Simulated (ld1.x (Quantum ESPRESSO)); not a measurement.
**Sn, TM: configuration errors across variants**

* Element: tin (Sn)
* Generator: ld1.x (Quantum ESPRESSO) 7.5
* Type: norm-conserving Troullier–Martins (Kleinman–Bylander form)
* Functional: PBEsol
* Relativity: scalar-relativistic
* Frozen core: [Kr] 4d10
* Valence charge: 4
* Reference configuration: 5s2 5p0 (charge +2)
* Partial waves: 5s (bound): rc 1.50 bohr; 5p (bound, empty): rc 2.25 bohr; 5d channel at 0.25 Ry: rc 2.35 bohr
* Local potential: all-electron potential smoothed inside 1.60 bohr (lloc = -2)
* Core correction: a·sin(br)/r model core inside 0.85 bohr

All-electron excitation energies from the reference (eV): (1) 5s2 5p2 -20.869; (2) 5s2 5p1 -13.972; (3) 5s1 5p0 31.014; (4) 5s2 5p1.5 -18.244; (5) 5s1 5p2 -6.284; (6) 5s0 5p4 -6.622; (7) 5s1 5p3 -13.861.

Tests that are not counted but printed errors over 1 eV. “all radii but the core radius scaled by about 0.77 (s 1.16, p 1.74, d 1.82 bohr); local potential all-electron potential smoothed inside 1.24 bohr (lloc = -2)”: 5s1 5p0 (solver errors, printed error -6.1 eV); 5s1 5p2 (solver errors, printed error -4.9 eV); 1 more. “all radii but the core radius scaled by about 0.91 (s 1.36, p 2.04, d 2.14 bohr); local potential all-electron potential smoothed inside 1.46 bohr (lloc = -2)”: 5s1 5p0 (solver errors, printed error +12.8 eV).

A true bound ghost makes a file unfit for plane-wave use even where its test errors are small: the radial tests pick states by their node count and pass the ghost by. Where a test does run into it, the solver fails or the error is huge.

Errors AE − PS in meV (a dash: test not solved or not reliable):

| change | (1) | (2) | (3) | (4) | (5) | (6) | (7) | bound ghosts |
| --- | --- | --- | --- | --- | --- | --- | --- | --- |
| base | -23 | -10 | -89 | -18 | -17 | -64 | -25 | s |
| all radii but the core radius scaled by about 0.77 (s 1.16, p 1.74, d 1.82 bohr); local potential all-electron potential smoothed inside 1.24 bohr (lloc = -2) | -26 | -17 | – | -24 | – | -360 | – | s, d |
| all radii but the core radius scaled by about 0.84 (s 1.26, p 1.90, d 1.98 bohr); local potential all-electron potential smoothed inside 1.34 bohr (lloc = -2) | -66 | -33 | -258 | -54 | -81 | -251 | -85 | s |
| all radii but the core radius scaled by about 0.91 (s 1.36, p 2.04, d 2.14 bohr); local potential all-electron potential smoothed inside 1.46 bohr (lloc = -2) | -5.1 | -2.6 | – | -4.6 | -32 | -150 | -51 | s |
| all radii but the core radius scaled by about 0.95 (s 1.42, p 2.14, d 2.22 bohr); local potential all-electron potential smoothed inside 1.52 bohr (lloc = -2) | -12 | -5.4 | -24 | -9.7 | -26 | -98 | -35 | s |
| all radii but the core radius scaled by about 1.10 (s 1.66, p 2.48, d 2.60 bohr); local potential all-electron potential smoothed inside 1.76 bohr (lloc = -2) | -32 | -15 | -116 | -25 | -8.7 | -32 | -16 | none |
| all radii but the core radius scaled by about 1.24 (s 1.86, p 2.78, d 2.90 bohr); local potential all-electron potential smoothed inside 1.98 bohr (lloc = -2) | -40 | -18 | -121 | -31 | -4.7 | -14 | -13 | none |
| all radii but the core radius scaled by about 1.31 (s 1.98, p 2.96, d 3.08 bohr); local potential all-electron potential smoothed inside 2.10 bohr (lloc = -2) | -45 | -21 | -122 | -36 | -3.4 | -4.1 | -14 | none |
| all radii but the core radius scaled by about 1.38 (s 2.08, p 3.10, d 3.24 bohr); local potential all-electron potential smoothed inside 2.22 bohr (lloc = -2) | -52 | -24 | -123 | -41 | -4.0 | -1.3 | -18 | none |

(1) Give the same row for: all radii but the core radius scaled by about 1.19 (s 1.78, p 2.68, d 2.80 bohr); local potential all-electron potential smoothed inside 1.90 bohr (lloc = -2).

Answers

(1) -37, -17, -120, -29, -5.5, -18, -13; bound ghosts: none.
